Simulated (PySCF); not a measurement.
## How methods differ on the ionisation energy of Ag⁺

Ag⁺ [Kr] 4d10 (1S) → Ag²⁺ [Kr] 4d9 (2D), as a difference of total energies. Computed with PySCF 2.14 in def2-TZVPPD with the def2 core potential (28 electrons) (6s4p3d2f1g, 56 functions), with a scalar-relativistic core potential. Correlated levels: valence: 4s2 4p6 frozen; valence and next inner shell: nothing frozen outside the core potential. The calculations carry no spin-orbit coupling.

| method | ionisation energy (eV) | difference from reference (eV) |
| --- | --- | --- |
| UHF | 19.735 | -1.749 |
| LDA | 22.224 | +0.740 |
| PBE | 21.784 | +0.300 |
| PBE0 | 21.565 | +0.081 |
| r2SCAN | 21.558 | +0.074 |
| BLYP | 21.708 | +0.224 |
| MN15 | 21.851 | +0.367 |
| r2SCANh | 21.508 | +0.024 |
| revPBE | 21.667 | +0.183 |
| MP2 (valence) | 21.728 | +0.244 |
| SCS-MP2 (valence) | 21.513 | +0.029 |
| MP2 (valence and next inner shell) | 21.704 | +0.220 |
| SCS-MP2 (valence and next inner shell) | 21.435 | -0.049 |

Reference: 21.484 eV (measured; NIST Atomic Spectra Database, ionization energies).

The reference lies between the lowest fine-structure levels, while these numbers refer to the centres of the terms.

Errors of the correlated levels include the incompleteness of this basis and the frozen core.
